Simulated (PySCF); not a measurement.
Species: C8H10Si.
Geometry (PBE0-D3(BJ)/def2-SVP, Å), atoms numbered from 1 in this order:
```xyz
19
C8H10Si angstrom
C      1.508    2.755    0.289
C      0.959    1.670    0.222
Si     0.125    0.032    0.121
C      1.437   -1.287   -0.018
C      2.753   -1.052   -0.059
C     -1.177   -0.030   -1.262
C     -2.451   -0.295   -0.505
C     -2.415   -0.397    0.832
C     -1.099   -0.245    1.548
H      1.988    3.716    0.349
H      1.094   -2.330   -0.073
H      3.489   -1.860   -0.146
H      3.152   -0.032   -0.008
H     -0.966   -0.820   -2.003
H     -1.224    0.916   -1.829
H     -3.397   -0.400   -1.050
H     -3.329   -0.587    1.406
H     -1.110    0.603    2.254
H     -0.851   -1.138    2.147
```

Level: wB97X-D/def2-SVPD in PySCF, non-relativistic, on one gas-phase PBE0-D3(BJ)/def2-SVP geometry that isn't relaxed in the solvent. The solvent is an IEF-PCM continuum (van der Waals radii × 1.2), and excitations are vertical TDDFT with non-equilibrium linear response and a frozen core. Specific hydrogen bonds and non-electrostatic terms are outside this model.

Gas-phase singlets (H = HOMO, L = LUMO):

```
state  E (eV)  λ (nm)      f                 leading configurations
   S1   6.056     205  0.000  H-3→L+1 28%, H-2→L+2 21%, H-1→L+1 14%
   S2   6.289     197  0.000    H-3→L+1 26%, H-2→L+2 21%, H-2→L 19%
   S3   6.298     197  0.014   H-2→L+1 36%, H-3→L+2 19%, H-1→L+2 9%
   S4   6.527     190  0.005          H→L 49%, H-4→L 22%, H-2→L 11%
   S5   6.833     181  0.000          H→L 45%, H-4→L 19%, H-2→L 14%
```

How does the list change in acetone (ε = 20.49)?

```csv
state,E (eV),λ (nm),f,leading configurations,change by rank (eV)
S1,6.120,203,0.000,"H-3→L+1 27%, H-2→L+2 19%, H-2→L 15%",+0.064
S2,6.336,196,0.000,"H-3→L+1 26%, H-2→L 22%, H-2→L+2 15%",+0.047
S3,6.345,195,0.033,"H-2→L+1 33%, H-3→L+2 18%, H-1→L 10%",+0.047
S4,6.501,191,0.007,"H→L 45%, H-4→L 22%, H-2→L+2 11%",-0.026
S5,6.785,183,0.510,H-1→L 78%,-0.048
```

How do the frontier levels move from gas to acetone?

```
orbital  gas (eV)  solvent (eV)  change (eV)                   Löwdin shares, gas               Löwdin shares, solvent
 LUMO+2      1.98          1.93        -0.05    C1 24 %, C2 20 %, Si3 9 %, C7 9 %    C1 24 %, C2 21 %, Si3 9 %, C4 8 %
 LUMO+1      1.91          1.85        -0.06  C1 31 %, C2 28 %, Si3 12 %, H10 7 %  C1 32 %, C2 29 %, Si3 12 %, H10 6 %
   LUMO      1.30          1.29        -0.01   C5 32 %, C4 25 %, Si3 10 %, C2 5 %   C5 32 %, C4 24 %, Si3 10 %, C2 6 %
   HOMO     -8.88         -8.90        -0.02     C8 33 %, C7 33 %, C6 8 %, C9 8 %     C8 33 %, C7 33 %, C6 8 %, C9 8 %
 HOMO-1     -9.39         -9.40        -0.01   C5 17 %, C4 16 %, C6 13 %, C9 13 %   C5 18 %, C4 17 %, C6 14 %, C9 14 %
 HOMO-2     -9.93        -10.01        -0.08   C1 31 %, C2 31 %, C4 10 %, Si3 8 %   C1 27 %, C2 27 %, C4 12 %, Si3 9 %
 HOMO-3     -9.95        -10.05        -0.10   C1 26 %, C2 26 %, C4 17 %, C5 15 %   C1 25 %, C2 25 %, C4 18 %, C5 16 %
```

The HOMO–LUMO gap goes from 10.18 to 10.19 eV.
